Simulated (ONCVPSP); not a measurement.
Configuration tests for Rh (Z = 45) (ONCV)

ONCVPSP 4.0.1 input, shortened (lines: element, Z, core and valence counts, functional; n l f; lmax; l rc ep ncon nbas qcut; lloc lpopt rc5 dvloc0; l nproj debl; icmod fcfact rcfact), BLYP, scalar-relativistic:

```
  Rh 45.00    6    4  -106131      upf
    1    0    2.00
    2    0    2.00
    2    1    6.00
    3    0    2.00
    3    1    6.00
    3    2   10.00
    4    0    2.00
    4    1    6.00
    4    2    8.00
    5    0    1.00
    2
    0    1.50    0.00    4    8    9.90
    1    1.05    0.00    3    7    7.30
    2    1.90    0.00    4    8    7.80
    4    5    0.75    6.00
    0    2    0.30
    1    1    3.10
    2    2    2.50
    3    3.25    1.30
```

Energies are relative to the spin-unpolarised reference configuration 4s2 4p6 4d8 5s1; without spin polarisation the order of configurations can differ from experiment.

**Question.** Give the all-electron excitation energy and the error of the potential for: 4s2 4p6 4d8 5s0; 4s2 4p6 4d7 5s0; 4s2 4p6 4d6 5s0; 4s2 4p6 4d7 5s1.

**Answer.**

| valence configuration | charge | ΔE all-electron (eV) | error AE − PS (meV) |
| --- | --- | --- | --- |
| 4s2 4p6 4d8 5s0 | +1 | 7.548 | -1.1 |
| 4s2 4p6 4d7 5s0 | +2 | 26.986 | -2.1 |
| 4s2 4p6 4d6 5s0 | +3 | 59.385 | +11 |
| 4s2 4p6 4d7 5s1 | +1 | 11.003 | +2.0 |

Levels in the configuration 4s2 4p6 4d7 5s1:

| level | all-electron (eV) | pseudo (eV) |
| --- | --- | --- |
| 4s | -94.082 | -94.063 |
| 4p | -61.841 | -61.824 |
| 4d | -16.556 | -16.550 |
| 5s | -12.191 | -12.192 |

Note: no bound ghost flagged; GHOST(+) flagged for s at 20.8 eV.
